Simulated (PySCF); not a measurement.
C6H10N2Si.
Numbering: `[CH3:1][CH2:2][c:3]1[n:4][n:5][cH:6][cH:7][c:8]1[SiH3:9]` (hydrogens: H10, H11, H12 on C1; H13, H14 on C2; H15 on C6; H16 on C7; H17, H18, H19 on Si9)

The same species was optimised twice, with GFN2-xTB and with PBE0-D3(BJ)/def2-SVP (PySCF), and the same property calculations (PySCF, gas phase) were run on both structures.

```csv
coordinate,GFN2-xTB,PBE0-D3(BJ)/def2-SVP,change
N4–N5 (Å),1.298,1.313,+0.015
C3–N4 (Å),1.323,1.335,+0.012
N5–C6 (Å),1.318,1.327,+0.009
C8–Si9 (Å),1.892,1.886,-0.006
C3–C8 (Å),1.408,1.413,+0.005
C7–C8 (Å),1.386,1.391,+0.005
C2–C3 (Å),1.498,1.502,+0.004
C1–C2 (Å),1.529,1.526,-0.003
C6–C7 (Å),1.392,1.395,+0.003
C1–C2–C3 (°),110.0,111.7,+1.7
C3–C8–Si9 (°),124.0,123.2,-0.8
C3–N4–N5 (°),121.6,121.1,-0.5
N5–C6–C7 (°),122.4,122.9,+0.5
C3–C8–C7 (°),115.1,115.5,+0.4
C7–C8–Si9 (°),120.9,121.3,+0.4
C2–C3–N4 (°),115.0,114.7,-0.3
C6–C7–C8 (°),118.5,118.2,-0.3
C1–C2–C3–N4 (°),-87,-80,+7
```

Rotational constants: A = 1719, B = 1355, C = 817.4 MHz (GFN2-xTB) against A = 1668, B = 1363, C = 804.6 MHz (PBE0-D3(BJ)/def2-SVP). Point groups within 0.08 Å: C1 and C1.

On the GFN2-xTB structure: HOMO (eV) -6.55 [PBE0/pcSseg-1]; LUMO (eV) -1.57 [PBE0/pcSseg-1]; dipole (D) 3.66 [PBE0/pcSseg-1]; GIAO shielding of C1 (ppm) 168.3 [PBE0/pcSseg-1]; GIAO shielding of C2 (ppm) 150.3 [PBE0/pcSseg-1]; GIAO shielding of C3 (ppm) 13.6 [PBE0/pcSseg-1]; GIAO shielding of N4 (ppm) -187.1 [PBE0/pcSseg-1]; GIAO shielding of N5 (ppm) -204.8 [PBE0/pcSseg-1]; GIAO shielding of C6 (ppm) 33.5 [PBE0/pcSseg-1]; GIAO shielding of C7 (ppm) 47.6 [PBE0/pcSseg-1]; GIAO shielding of C8 (ppm) 55.9 [PBE0/pcSseg-1].

Question: What do these properties become on the PBE0-D3(BJ)/def2-SVP structure?

Answer: 
| property | level | on GFN2-xTB | on PBE0-D3(BJ)/def2-SVP | change |
| --- | --- | --- | --- | --- |
| HOMO (eV) | PBE0/pcSseg-1 | -6.55 | -6.71 | -0.16 |
| LUMO (eV) | PBE0/pcSseg-1 | -1.57 | -1.69 | -0.12 |
| dipole (D) | PBE0/pcSseg-1 | 3.66 | 3.46 | -0.20 |
| energy, GFN2-xTB geometry as zero (kcal/mol) | PBE0/pcSseg-1 | 0.0 | -1.2 | -1.2 |
| GIAO shielding of C1 (ppm) | PBE0/pcSseg-1 | 168.3 | 166.6 | -1.7 |
| GIAO shielding of C2 (ppm) | PBE0/pcSseg-1 | 150.3 | 149.3 | -1.0 |
| GIAO shielding of C3 (ppm) | PBE0/pcSseg-1 | 13.6 | 10.5 | -3.1 |
| GIAO shielding of N4 (ppm) | PBE0/pcSseg-1 | -187.1 | -198.2 | -11.1 |
| GIAO shielding of N5 (ppm) | PBE0/pcSseg-1 | -204.8 | -213.9 | -9.1 |
| GIAO shielding of C6 (ppm) | PBE0/pcSseg-1 | 33.5 | 30.9 | -2.6 |
| GIAO shielding of C7 (ppm) | PBE0/pcSseg-1 | 47.6 | 46.6 | -1.0 |
| GIAO shielding of C8 (ppm) | PBE0/pcSseg-1 | 55.9 | 55.3 | -0.6 |

The heavy atoms differ by 0.046 Å rms after alignment. Among bonds between heavy atoms N4–N5 changes most (+0.015 Å). Changes are differences of the printed values. Neither structure is proved a minimum here.

Shape of the structure used: `[CH3:1][CH2:2][c:3]1[n:4][n:5][cH:6][cH:7][c:8]1[SiH3:9]`: C1–C2–C3–N4 -80°.
